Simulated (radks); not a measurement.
The numbers below are computed, except where a source is named.
Q: Isoelectronic series with 25 electrons, each ion in its NIST ground configuration. Level of theory: scalar-relativistic Kohn-Sham, SCAN, spin-polarised, spherical densities, finite nucleus; open shells are filled with parallel spins first (spin-orbit coupling, left out, can overturn this in heavy ions); meta-GGA in the generalised Kohn-Sham scheme; Fermi nuclear charge, rms radius of each element as measured or else 0.836 A^(1/3) + 0.57 fm (a radial shooting solver on a logarithmic mesh with Libxc functionals). Total energies (hartree) and mean radii <r> (bohr):

ion    configuration  E (hartree)  3d down   3d up  3p down   3p up
Ni3+        [Ar] 3d7  -1518.67783   0.9106  0.8820   0.7720  0.7666
Ga6+        [Ar] 3d7  -1932.59604   0.6833  0.6718   0.6524  0.6480
Rb12+       [Ar] 3d7  -2922.66638   0.4749  0.4705   0.4941  0.4915
Zr15+       [Ar] 3d7  -3499.87256   0.4146  0.4115   0.4402  0.4381
Tc18+       [Ar] 3d7  -4132.77336   0.3684  0.3661   0.3967  0.3950
Pd21+       [Ar] 3d7  -4822.18551   0.3318  0.3300   0.3609  0.3595
In24+       [Ar] 3d7  -5569.02572   0.3019  0.3005   0.3309  0.3297
Te27+       [Ar] 3d7  -6374.30958   0.2771  0.2759   0.3054  0.3043
Cs30+       [Ar] 3d7   -7239.1749   0.2560  0.2550   0.2833  0.2825
Ce33+       [Ar] 3d7   -8164.8667   0.2379  0.2371   0.2642  0.2634
Pm36+       [Ar] 3d7   -9152.7633   0.2223  0.2216   0.2473  0.2467

Estimate the row of Se9+ ([Ar] 3d7).

A: E (hartree) -2400.44216; 3d down 0.5581; 3d up 0.5515; 3p down 0.5627; 3p up 0.5593.
